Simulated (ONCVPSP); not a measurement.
**Varying the ONCV potential for fluorine**

Base potential:

F (Z = 9), optimised norm-conserving Vanderbilt (ONCV), made with ONCVPSP 4.0.1 (PBE, non-relativistic). Core [He], reference 2s2 2p3 (charge +2). Waves: 2s: rc 0.80 bohr, ncon 3, nbas 7, qcut 10.4 1/bohr, 1 projector; 2p: rc 1.20 bohr, ncon 4, nbas 8, qcut 10.2 1/bohr, 2 projectors, debl 2.2 Ha. Local part: polynomial inside 0.70 bohr (lpopt 5, dvloc0 0 Ha). Core correction: Teter function fitted to the true core (icmod 2), fcfact 0.4.

All-electron outer shells of the reference configuration (PBE, non-relativistic, ld1.x):

```csv
shell,level (eV),outermost node (bohr),outermost maximum (bohr)
1s,-709.52,–,0.11
2s,-67.89,0.24,0.73
2p,-49.01,–,0.66
```

Cutoffs, loose and tight: the cutoffs (Ha) at which the residual kinetic energy of the hardest occupied pseudo-wave falls to 1 and 0.1 mHa per electron. They do not see the model core or the augmentation charge, which bear on the density cutoff. Test errors are all-electron minus pseudo excitation energies from the reference, over the configurations 2s2 2p5; 2s2 2p4; 2s2 2p2; 2s1 2p6. A dash means not determined; rows that change the core or the reference have their own tests.

| change | outcome | cutoff, loose | cutoff, tight | bound ghosts | GHOST(+) flags above zero | largest test error (meV) |
| --- | --- | --- | --- | --- | --- | --- |
| base | generated | 46 Ha | 80 Ha | none | none | +337 |
| s: rc 0.56; local potential polynomial inside 0.56 bohr (lpopt 5, dvloc0 0 Ha) | generated | 56 Ha | 176 Ha | none | none | +310 |
| s: rc 0.64; local potential polynomial inside 0.64 bohr (lpopt 5, dvloc0 0 Ha) | generated | 55 Ha | 265 Ha | none | none | +316 |
| s: rc 0.86 | generated | 43 Ha | 53 Ha | none | none | +348 |
| s: rc 0.92 | generated | 42 Ha | 49 Ha | none | none | +362 |
| s: rc 1.04 | generated | 42 Ha | 49 Ha | none | none | +392 |
| s: rc 1.18 | generated | 42 Ha | 49 Ha | none | none | +433 |

Task: What comes out with this change to the base: s: rc 0.76?

Result: outcome: generated; cutoff, loose: 48 Ha; cutoff, tight: 137 Ha; bound ghosts: none; GHOST(+) flags above zero: none; largest test error (meV): +329.

Reading the sweep of the s radius (base included, trends over the rows without a ghost): The loose cutoff falls from 56 Ha at 0.56 to 42 Ha at 1.18 bohr. A larger radius leaves more room for a smooth pseudo-wave, so fewer plane waves are needed; a smaller one forces it to follow the all-electron wave where it bends sharply. The median size of the test errors (rows with all tests solved) stays near 161.4 meV.
